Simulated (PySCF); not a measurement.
**GeCl₄: how level, basis and relativity move the structure**

Each row is its own optimisation.

Each entry is the lowest minimum that a search over a few typed start shapes (and spin states, where more than one is plausible) found, or that minimum re-optimised at the stated level; isomers with ligand–ligand bonds, or fragments after loss of a ligand pair, can lie lower. Open shells are unrestricted; no spin–orbit coupling; PySCF with density fitting.

```
                         level  2S+1  point group  mean bond to Ge (Å)  distinct angles (°)  atomisation (kJ/mol)  polar-tensor charge of Ge
 PBE0/def2-SVP (no relativity)     1           Td                2.126                  109                  1380                       2.01
 PBE/def2-TZVP (no relativity)     ?            ?                    ?                    ?                     ?                          ?
PBE0/def2-TZVP (no relativity)     1           Td                2.117                  109                  1392                       2.02
```

Fill in the row of PBE/def2-TZVP (no relativity).

2S+1: 1; point group: Td; mean bond to Ge (Å): 2.140; distinct angles (°): 109; atomisation (kJ/mol): 1415; polar-tensor charge of Ge: 1.93.

Across these levels the mean bond spreads over 0.023 Å and the highest wavenumber over 31 cm⁻¹; all give the same point group.

Levels that gave another bonding pattern or an unsound solution are left out.
